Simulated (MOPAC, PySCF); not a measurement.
H3BS3, SMILES `SB(S)S`, neutral singlet in the gas phase. 

Cartesian coordinates (Å):
SMILES: SB(S)S
```xyz
7

S     -1.4048    -1.1363     0.0575
B      0.0000     0.0000    -0.0004
S      1.6824    -0.6485    -0.1302
S     -0.2777     1.7849     0.0717
H     -0.7177    -2.2893    -0.0216
H      2.3369     0.5259    -0.1370
H     -1.6191     1.7633     0.1599
```
Charge 0, multiplicity 1.

All levels are single points at this geometry (B3LYP-D3(BJ)/def2-TZVP); Pople sets use spherical d functions. Orbital energies aren't observables, and empty levels follow the basis.

AM1 in MOPAC gives HOMO (eV) = -9.66.

Question: Estimate the HOMO (eV) from each of these levels: B3LYP-D3(BJ)/def2-TZVP in PySCF; PBE-D3(BJ)/def2-TZVP in PySCF; B3LYP/3-21G in PySCF; B3LYP/LANL2DZ in PySCF; PBE/6-31G* in PySCF; HF/3-21G in PySCF; PM6 in MOPAC; PM7 in MOPAC.

Answer: 
| level | HOMO (eV) |
|---|---|
| B3LYP-D3(BJ)/def2-TZVP in PySCF | -7.34 |
| PBE-D3(BJ)/def2-TZVP in PySCF | -6.41 |
| B3LYP/3-21G in PySCF | -7.48 |
| B3LYP/LANL2DZ in PySCF | -7.49 |
| PBE/6-31G* in PySCF | -6.34 |
| HF/3-21G in PySCF | -10.69 |
| PM6 in MOPAC | -9.50 |
| PM7 in MOPAC | -9.37 |
